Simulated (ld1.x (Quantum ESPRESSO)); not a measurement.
**What one change does to a pseudopotential (C (Z = 6), RRKJ)**

ld1.x (Quantum ESPRESSO) 7.5 input, shortened:

```
&input
   title='C', zed=6., rel=1, dft='PBE', iswitch=3,
   config='[He] 2s2 2p1 3d-2'
 /
 &inputp
   pseudotype=2, tm=.false., lloc=-2, rcloc=0.85,
   nlcc=.false.
 /
3
2S  1  0   2.00   0.00  1.15  1.15  0.0
2P  2  1   1.00   0.00  2.25  2.25  0.0
3D  3  2  -2.00   0.45  2.15  2.15  0.0
 &test
   configts(1)='2s2 2p1'
 /
```

All-electron outer shells of the reference configuration (PBE, scalar-relativistic, ld1.x):

```
shell  level (eV)  outermost node (bohr)  outermost maximum (bohr)
   2s      -25.76                   0.38                      1.17
   2p      -17.00                      –                      1.11
```

Change: wave 2s (bound): rc 1.15 bohr becomes 2s (bound): rc 1.08 bohr.

Cutoffs: the cutoffs (Ry, on a coarse ladder) from which the occupation-weighted sum of valence levels, in a spherical-Bessel basis at the reference potential, stays within 10 and 1 mRy of its value at 400 Ry; they do not see the model core or the augmentation charge, which bear on the density cutoff. Errors are all-electron minus pseudo energies relative to the spin-unpolarised reference configuration.

Q: Predict the effect on cutoff, ghosts and configuration errors.

A: The potential gets neither clearly harder nor softer (50 Ry and 70 Ry → 50 Ry and 80 Ry); the errors of the 7 common tests hardly move; the range in which the s phases agree narrows (upper end at the end of the scan → 1.3); neither file shows a bound ghost.

```tsv
quantity	base	changed
cutoff, loose	50 Ry	50 Ry
cutoff, tight	70 Ry	80 Ry
bound ghosts	none	none
error for 2s2 2p2, meV [ΔE -10.86 eV]	+53	+53
error for 2s2 2p0, meV [ΔE 24.16 eV]	+237	+237
error for 2s1 2p0, meV [ΔE 72.35 eV]	+641	+640
error for 2s1 2p3, meV [ΔE -2.38 eV]	+126	+126
error for 2s0 2p4, meV [ΔE 6.11 eV]	+185	+184
error for 2s2 2p1.5, meV [ΔE -6.90 eV]	+21	+21
error for 2s2 2p2.3, meV [ΔE -12.02 eV]	+66	+66
s: phases at 2.46 bohr within 0.05 rad from the reference energy up to (Ry; the scan ends near 5)	to the end of the scan	1.3
p: phases at 2.46 bohr within 0.05 rad from the reference energy up to (Ry; the scan ends near 5)	0.6	0.6
d: phases at 2.46 bohr within 0.05 rad from the reference energy up to (Ry; the scan ends near 5)	to the end of the scan	to the end of the scan
```
